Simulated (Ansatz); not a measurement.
Computed with Ansatz.

A structure relaxed at PBE0-D4/def2-TZVP, charge 0, multiplicity 1:

| atom | x (Å) | y (Å) | z (Å) |
| --- | --- | --- | --- |
| B1 | 1.773 | 0.417 | -0.745 |
| N2 | 0.363 | 0.364 | -0.775 |
| Si3 | -0.439 | -1.122 | -0.246 |
| Si4 | -0.340 | -1.342 | 2.081 |
| Si5 | -0.575 | 1.736 | -1.269 |
| Cl6 | -1.732 | 2.373 | 0.307 |
| H7 | 2.388 | -0.553 | -0.396 |
| H8 | 2.345 | 1.419 | -1.067 |
| H9 | -1.855 | -1.031 | -0.698 |
| H10 | 0.203 | -2.277 | -0.925 |
| H11 | -0.961 | -2.631 | 2.491 |
| H12 | 1.080 | -1.326 | 2.525 |
| H13 | -1.065 | -0.220 | 2.731 |
| H14 | -1.515 | 1.358 | -2.347 |
| H15 | 0.329 | 2.834 | -1.665 |

Problem. Give its formula and SMILES.

Solution. BClH9NSi3, `BN([SiH2][SiH3])[SiH2]Cl`.

Problem. Point group (tolerance 0.08 Å, 0.16 Å for H)?

Solution. C1.

Problem. Summarise the bond lengths by kind.

Solution. 1 × B–N 1.412 Å; 2 × B–H 1.198 to 1.200 Å; 2 × N–Si 1.734 to 1.770 Å; 1 × Si–Si 2.340 Å; 7 × H–Si 1.476 to 1.489 Å; 1 × Cl–Si 2.057 Å.
